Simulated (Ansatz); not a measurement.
Basis-set extrapolation for C7H8S, SMILES `CSc1ccccc1` (PBE0-D4/def2-TZVP geometry, frozen core, the Gaussian-basis code of Ansatz). Multiplicity 1, RHF reference.

|  | def2-TZVPP | def2-QZVPP |
| --- | --- | --- |
| HF | -667.371165 | -667.393842 |
| MP2 correlation | -1.298647 | -1.385143 |
| CCSD(T) correlation | -1.411579 | not run |

Energies in hartree. Use E(X) = E(∞) + A·exp(−7.88·√X) for Hartree–Fock and E(X) = E(∞) + B·X^(−2.97) for correlation, with X = 3 and 4, and add CCSD(T) minus MP2 of the smaller set to the MP2 limit.

Question: What is the CCSD(T) energy at the basis-set limit?

Answer: HF limit: -667.393842 + (-0.022677) × 0.13774 = -667.39697. MP2 limit: -1.385143 + (-0.086496) × 0.74074 = -1.44921. Higher-order term: -1.411579 − (-1.298647) = -0.11293. Total: -668.95911 hartree, 4.80 eV below CCSD(T)/def2-TZVPP.
